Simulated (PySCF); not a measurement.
Dipole moment and polarisability of `C#CC1=CO/C(=C\Cl)[SiH2]1`

C6H5ClOSi.
Cartesian coordinates in Å at the GFN2-xTB level; atoms count from 1:
```xyz
14
C6H5ClOSi angstrom
C      3.645    0.362   -0.041
C      2.453    0.242   -0.142
C      1.060    0.103   -0.190
C      0.365    0.021   -1.342
O     -0.977   -0.111   -1.337
C     -1.509   -0.150   -0.072
C     -2.818   -0.277    0.111
Cl    -3.964   -0.401   -1.169
Si    -0.146   -0.002    1.251
H      4.686    0.466    0.022
H      0.779    0.051   -2.339
H     -3.245   -0.309    1.098
H     -0.285    1.214    2.052
H     -0.045   -1.207    2.075
```

Level: PBE0/def2-SVPD (PySCF), static field, nuclei fixed, core orbitals frozen in the response. The polarisability tensor in these axes (au):

```
x   185.65  11.44  16.42
y    11.44  72.66   1.94
z    16.42   1.94 102.77
```

Diagonalise the tensor; give its mean and Δα, where Δα² is half the sum of the squared differences of the eigenvalues.

Principal values 71.51, 99.64 and 189.93 au; mean 120.36 au = 17.84 Å³ = 19.84 × 10⁻⁴⁰ C²·m²/J; Δα = 107.15 au (89 % of the mean).

What is the dipole moment, and where does it point?

(0.71, 0.08, 1.37) D, 1.55 D in size, pointing from the negative to the positive side. Measured along this direction, the outermost atoms are Cl8 at the negative end and H10 at the positive end.

What molar refraction does this α imply?

Lorentz–Lorenz: R = (4π/3)N_A α = 2.5225 cm³/(mol·Å³) × 17.84 Å³ = 45.0 cm³/mol, in the limit of long wavelengths.

What would n − 1 = 2πNα be for an ideal gas of these molecules at 400 K and 1 atm, electronic part alone?

N = p/kT = 1.8347 × 10¹⁹ cm⁻³, so n − 1 = 2π × N × 17.84 × 10⁻²⁴ cm³ = 2056 × 10⁻⁶ at long wavelengths, for an ideal gas.

Along which axes do the principal values lie, and how far do the nuclei extend along each?

Largest value along (0.98, 0.10, 0.19), where the nuclei span 8.76 Å; middle along (-0.19, -0.01, 0.98), 4.50 Å; least along (-0.10, 1.00, -0.01), 2.43 Å. The response follows the extents in order.

Geometry: GFN2-xTB; no solvent, vibrations or thermal averaging.
